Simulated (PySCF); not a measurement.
# Spinor energies of Zr²⁷⁺ (zirconium, charge +27)

Start: [Ne] 3s2 3p1; 3p1/2 filled at m_j = +1/2. Calculated with PySCF 2.14 in an uncontracted even-tempered set (19 s from 4 bohr⁻², ratio 2.4; 13 p from 5.2 bohr⁻², ratio 2.4; 5 d from 19 bohr⁻², ratio 2.6; 4 f from 28 bohr⁻², ratio 2.6): generalised Hartree-Fock with the X2C-1e Hamiltonian and a Gaussian nucleus; one run each with spin-orbit coupling (SO) switched off, then screened by Boettger's factors.

```json
{"spinor shell": "1s1/2", "electrons": "2", "ε, spin-free (eV)": "-19440.8", "ε, screened SO (eV)": "-19439.2", "weight of nominal j (screened SO)": "1.000", "rms radius, screened SO (bohr)": "0.0426"}
{"spinor shell": "2s1/2", "electrons": "2", "ε, spin-free (eV)": "-3855.1", "ε, screened SO (eV)": "-3854.2", "weight of nominal j (screened SO)": "1.000", "rms radius, screened SO (bohr)": "0.173"}
{"spinor shell": "2p1/2", "electrons": "2", "ε, spin-free (eV)": "-3578.3", "ε, screened SO (eV)": "-3640.9", "weight of nominal j (screened SO)": "1.000", "rms radius, screened SO (bohr)": "0.150"}
{"spinor shell": "2p3/2", "electrons": "4", "ε, spin-free (eV)": "-3578.3", "ε, screened SO (eV)": "-3547.8", "weight of nominal j (screened SO)": "1.000", "rms radius, screened SO (bohr)": "0.154"}
{"spinor shell": "3s1/2", "electrons": "2", "ε, spin-free (eV)": "-1464.4", "ε, screened SO (eV)": "-1464.1", "weight of nominal j (screened SO)": "1.000", "rms radius, screened SO (bohr)": "0.423"}
{"spinor shell": "3p1/2", "electrons": "1", "ε, spin-free (eV)": "-1390.7", "ε, screened SO (eV)": "-1404.7", "weight of nominal j (screened SO)": "1.000", "rms radius, screened SO (bohr)": "0.408"}
```

```csv
quantity,spin-free,screened SO
E (hartree),-3082.85153,-3083.66603
M_J,1/2,1/2
⟨J²⟩,1.093,0.752
⟨L²⟩,2.005,2.006
⟨S²⟩,0.752,0.753
```

Each row is a mean over spinors that exchange with the open shell spreads, by up to 8.709 eV (2p1/2).

Breit and QED terms are absent; they matter most for the inner s and p1/2 levels.

Densities and radii are taken from the X2C orbitals without a picture-change correction, which distorts them close to the nucleus.

Without spin-orbit coupling the j labels of p, d and f shells carry no meaning; the spin-free column gives the mean over the occupied spinors of each nl shell, and its ⟨J²⟩ belongs to a mixture of degenerate components.
